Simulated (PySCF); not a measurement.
Diatomics of Br with the second period

HF with triple-zeta basis sets in PySCF, for the lowest determinant that a PBE0 search found; no spin–orbit coupling. De refers to high-spin ground-configuration atoms. A positive dipole means M(−)Br(+).

```csv
M,basis,reference,state (unpaired electrons),Re (Å),ωe (cm⁻¹),De (eV),μ (D)
Li,x2c-TZVPPall,RHF,singlet (closed shell),2.190,564,3.24,-7.47
Be,x2c-TZVPPall,UHF,doublet (σ ↑),1.980,704,2.97,-1.07
B,def2-TZVPP,RHF,singlet (closed shell),1.902,685,3.05,1.21
C,def2-TZVPP,UHF,doublet (π ↑),1.837,719,1.65,0.93
F,def2-TZVPP,RHF,singlet (closed shell),1.715,776,0.45,1.55
```

The shortest bond is that of BrF (1.715 Å), the longest that of LiBr (2.190 Å).

The rows differ in basis set, which adds steps of its own.

The state changes along the series, so neighbouring rows are not always alike in their bonding.

Where the molecule has an RHF reference, its open-shell atoms are computed with UHF. Hartree–Fock leaves out correlation, which carries a large part of most bond energies and some tenths to 1 eV of ionisation energies. States were picked by a PBE0 search and need not be the measured ground states.
